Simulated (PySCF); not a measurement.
Compound: C5H4BrO2 (charge -1).
Structure used (PBE0-D3(BJ)/def2-SVP), in Å, numbered top down from 1:
```
atom  x, y, z in Å
O1     3.338   -0.122    0.115
C2     2.195    0.301   -0.008
C3     0.976   -0.443    0.059
C4    -0.246    0.178   -0.100
C5    -1.511   -0.419   -0.059
C6    -2.767    0.177   -0.216
O7    -3.887   -0.236   -0.198
Br8   -2.644    2.282   -0.559
H9     2.025    1.402   -0.197
H10    1.049   -1.521    0.240
H11   -0.233    1.261   -0.279
H12   -1.588   -1.498    0.116
```

Computed with PBE0-D3(BJ)/def2-SVP geometry optimisation, gas phase in PySCF 2.14.0.

Take the most abundant isotopes and a rigid rotor. The values belong to one conformer with, in the numbering `[O:1]=[CH:2]/[CH:3]=[CH:4]/[CH:5]=[C:6](/[O-:7])[Br:8]`, O1–C2–C3–C4 180°, C3–C4–C5–C6 180°.

Question: What are A, B and C (cm⁻¹)?

Answer: Ia = 182.43, Ib = 948.36, Ic = 1130.79 u·Å²; 505379 MHz·u·Å²/I gives 2770, 532.9 and 446.9 MHz, that is A = 0.09240, B = 0.01778, C = 0.01491 cm⁻¹.

Question: What kind of rotor is it?

Answer: A near-prolate asymmetric top: κ = (2 × 532.9 − 2770 − 446.9)/(2770 − 446.9) = -0.93.

Question: Is it planar, by Δ = Ic − Ia − Ib?

Answer: Planar: Δ = Ic − Ia − Ib = 0.00 u·Å². For a rigid frame Δ = −2 Σ m c², so it vanishes when all atoms lie in the ab plane; here none is more than 0.01 Å from it.

Question: Which lines would a microwave search look for?

Answer: The dipole components (about the centre of mass, as the species is charged) are |μa| = 3.95 D, |μb| = 0.94 D, |μc| = 0.00 D; the mirror of this Cs structure is the ab plane, so μc vanishes by symmetry and there are no c-type lines. The squared components, which scale the intensities, stand as 1.00 : 0.06 (a : b). Some lines, for components of 0.1 D or more:

```
type  branch         J(Ka,Kc)   MHz  lower level (cm⁻¹)
   a       R  1(0,1) ← 0(0,0)   980               0.000
   a       R  2(0,2) ← 1(0,1)  1957               0.033
   a       R  2(1,1) ← 1(1,0)  2046               0.110
   b       Q  1(1,0) ← 1(0,1)  2323               0.033
   b       Q  2(1,1) ← 2(0,2)  2412               0.098
   b       R  1(1,1) ← 0(0,0)  3217               0.000
   b       R  2(1,2) ← 1(0,1)  4111               0.033
   b       Q  2(2,0) ← 2(1,1)  6714               0.178
   b       Q  2(2,1) ← 2(1,2)  6970               0.170
   b       R  2(2,1) ← 1(1,0)  8758               0.110
   b       R  2(2,0) ← 1(1,1)  8846               0.107
```

Question: Estimate the classical rotational partition function at 50 K, 100 K and 500 K.

Answer: Point group Cs, symmetry number σ = 1; q = (√π/σ)·√((kT/h)³/(ABC)), k/h = 20836.6 MHz/K: 73400 at 50 K, 208000 at 100 K, 2320000 at 500 K.

Not checked by PBE0-D3(BJ)/def2-SVP frequencies. Zero-point vibration and centrifugal distortion are left out. Quadrupole hyperfine structure (79Br) is left out.

Time: 78 s; peak memory 0.79 GiB. Hardware: an AMD EPYC 7R13 with one thread, no GPU, shared host. These figures are those of the optimisation.
